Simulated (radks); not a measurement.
Co XXVII, 1 electrons, occupied as 1s1 (the NIST ground configuration).

Method: Dirac Kohn-Sham, PBE, spin-unpolarised, spherical densities, finite nucleus; Fermi nuclear charge, rms radius 3.7875 fm; computed with a radial shooting solver on a logarithmic mesh with Libxc functionals.

Energy parts (Ry):
total: -733.06860
kinetic: 747.69879
electron-nucleus: -1483.90288
Hartree: 17.07129
exchange-correlation: -13.93579

Orbitals (lengths in bohr, moments of r in powers of bohr; r(90%) holds 90 % of the orbital's charge):
| orbital | occ. | eigenvalue (Ry) | <r> | r(90%) | <r^4> | <r^2> |
|---|---|---|---|---|---|---|
| 1s1/2 | 1 | -719.6613 | 0.05502 | 0.0980 | 0.00004156 | 0.004053 |
| 2s1/2 | 0 | -176.1009 | 0.2217 | 0.338 | 0.005448 | 0.05752 |
| 2p1/2 | 0 | -174.9709 | 0.1852 | 0.297 | 0.003223 | 0.04132 |
| 2p3/2 | 0 | -173.2504 | 0.1876 | 0.300 | 0.003359 | 0.04231 |

The highest occupied level is 1s1/2 at -9791.5 eV. Summed over all electrons, <r^2> = 0.004053 bohr^2, which gives a Langevin (diamagnetic) susceptibility term of -0.00321 x 10^-6 cm^3/mol.
